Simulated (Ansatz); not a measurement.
Reaction (formal hydrolysis of a C–Si bond): `N[SiH2]OC[SiH3]` + H₂O → `N[SiH2]OCO` + SiH₄

Computed with Ansatz on PBE0-D4/def2-TZVP structures; ΔE is electronic, products minus reactants. CCSD(T)/CBS adds triple-zeta CCSD(T) − MP2 to the extrapolated MP2 energy (def2 sets, frozen cores). This one scheme is used for every species. DFT in def2-TZVPP. One conformer a species, not always the lowest.

```tsv
species	r2SCAN-D4 energy (Eh)
`N[SiH2]OC[SiH3]`	-752.48052
H₂O	-76.42324
`N[SiH2]OCO`	-537.04006
SiH₄	-291.85455
```

**Question.** Work out ΔE.

**Answer.** ΔE = (-537.04006) + (-291.85455) − (-752.48052) − (-76.42324) = 0.00915 Eh = +5.7 kcal/mol. CCSD(T)/CBS gives +7.8 kcal/mol.

Largest T1 diagnostic among the species: 0.011.

The D4 term adds +1.2 kcal/mol with B3LYP and +0.7 kcal/mol with PBE0; it sums over pairs of atoms, weighted by their polarisabilities, and B3LYP, whose exchange is more repulsive, gets the larger term. In def2-TZVPP, CCSD(T) changes the Hartree–Fock value by +3.5 kcal/mol (the triples alone add +0.2 kcal/mol) and MP2 by +5.0 kcal/mol.

B3LYP here is the variant with VWN-RPA as its local correlation; programs differ in this.
